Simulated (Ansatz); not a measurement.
Ansatz (a quantum-chemistry and plane-wave program) input (B3LYP-D3(BJ)/def2-TZVP):

Ansatz 0.2 input:
```yaml
crystal:
  periodic: [false, false, false]
  atoms:
    - {symbol: C, position_ang: [-0.84516294, -0.10116111, -0.23648863]}
    - {symbol: C, position_ang: [0.60042276, -0.01392279, 0.06426523]}
    - {symbol: F, position_ang: [1.15198935, 1.17823455, -0.26676553]}
    - {symbol: F, position_ang: [1.28275910, -0.94269984, -0.61641948]}
    - {symbol: F, position_ang: [0.88907191, -0.18591713, 1.36641221]}
    - {symbol: Cl, position_ang: [-1.92931030, 0.80868136, 0.64936526]}
    - {symbol: H, position_ang: [-1.18084939, -0.67770206, -1.07767977]}
basis:
  gaussian:
    orbitals: def2-TZVP
hamiltonian:
  xc: b3lyp
  dispersion: d3bj
magnetization: {spin_polarized: true, initial_magnetization: 1}
relax: {f_tol: 0.002, max_steps: 150}
```

End of the output:

```
mean field -22767.29052451 eV, -836.6824945521 hartree, gradient 8.4e-6 eV, S^2 0.754593; 0 other end points of the search recorded, 0 dependent functions left out
the calculation of the forces begins
reference -22767.29073076 eV, -836.6825021316 hartree; 29, 28 occupied and 169, 170 virtual orbitals, 1135 factors
relax step  11: F+E_penalty+E_count = -22767.51932518 eV  Δ(F+E_penalty+E_count) = -8.430e-6 eV  max|allowed force component| = 1.427e-2 eV/Å  Δτ_max = 0.0132 Å  (34 SCF iters, accepted)
these checks for a lower state are left out or cut short: starts, cluster_reference, orbital_swaps, neighbouring_geometries, increment
integrals: 0.12 GiB planned
1135 factors; their error is unknown
mean field: 1.39 GiB planned
mean field evaluation 96: about -22767.2905 eV, gradient 8.3e-6 eV
mean field -22767.29052819 eV, -836.6824946871 hartree, gradient 8.3e-6 eV, S^2 0.754592; 0 other end points of the search recorded, 0 dependent functions left out
the calculation of the forces begins
reference -22767.29073438 eV, -836.6825022646 hartree; 29, 28 occupied and 169, 170 virtual orbitals, 1135 factors
relax step  12: F+E_penalty+E_count = -22767.51933055 eV  Δ(F+E_penalty+E_count) = -5.369e-6 eV  max|allowed force component| = 1.041e-2 eV/Å  Δτ_max = 0.0072 Å  (35 SCF iters, accepted)
these checks for a lower state are left out or cut short: starts, cluster_reference, orbital_swaps, neighbouring_geometries, increment
integrals: 0.12 GiB planned
1135 factors; their error is unknown
mean field: 1.39 GiB planned
mean field -22767.29052783 eV, -836.6824946741 hartree, gradient 8.3e-6 eV, S^2 0.754591; 0 other end points of the search recorded, 0 dependent functions left out
the calculation of the forces begins
reference -22767.29073394 eV, -836.6825022485 hartree; 29, 28 occupied and 169, 170 virtual orbitals, 1135 factors
relax step  13: F+E_penalty+E_count = -22767.51933435 eV  Δ(F+E_penalty+E_count) = -3.797e-6 eV  max|allowed force component| = 2.770e-3 eV/Å  Δτ_max = 0.0073 Å  (35 SCF iters, accepted)
these checks for a lower state are left out or cut short: starts, cluster_reference, orbital_swaps, neighbouring_geometries, increment
integrals: 0.12 GiB planned
1135 factors; their error is unknown
mean field: 1.39 GiB planned
mean field -22767.29052727 eV, -836.6824946536 hartree, gradient 8.3e-6 eV, S^2 0.754590; 0 other end points of the search recorded, 0 dependent functions left out
the calculation of the forces begins
reference -22767.29073337 eV, -836.6825022274 hartree; 29, 28 occupied and 169, 170 virtual orbitals, 1135 factors
relax step  14: F+E_penalty+E_count = -22767.51933476 eV  Δ(F+E_penalty+E_count) = -4.109e-7 eV  max|allowed force component| = 6.381e-4 eV/Å  Δτ_max = 0.0014 Å  (36 SCF iters, accepted)
integrals: 0.12 GiB planned
1135 factors; their error is unknown
mean field: 1.39 GiB planned
mean field evaluation 128: about -22767.2905 eV, gradient 4.1e-2 eV
mean field -22767.29052727 eV, -836.6824946536 hartree, gradient 8.3e-6 eV, S^2 0.754590; 1 other end points of the search recorded, 0 dependent functions left out
the calculation of the forces begins
reference -22767.29073337 eV, -836.6825022274 hartree; 29, 28 occupied and 169, 170 virtual orbitals, 1135 factors
Total energy: -22767.51954086 eV, -836.6909107474 hartree
Atom 0 at    -0.832784    -0.093422    -0.244893 Å, force    -0.000087     0.000419     0.000332 eV/Å
Atom 1 at     0.617029    -0.004377     0.062253 Å, force     0.000436     0.000066     0.000042 eV/Å
Atom 2 at     1.125021     1.221930    -0.181407 Å, force     0.000031    -0.000150    -0.000195 eV/Å
Atom 3 at     1.291032    -0.887008    -0.698475 Å, force    -0.000638     0.000597     0.000346 eV/Å
Atom 4 at     0.892341    -0.281664     1.354648 Å, force     0.000117    -0.000184     0.000199 eV/Å
Atom 5 at    -1.920312     0.915323     0.553999 Å, force     0.000466    -0.000327    -0.000269 eV/Å
Atom 6 at    -1.203406    -0.805269    -0.963435 Å, force    -0.000324    -0.000421    -0.000455 eV/Å
Dipole moment:    -0.351592    -0.102228    -0.149072 e Å
```

It need not be the lowest isomer of its formula.
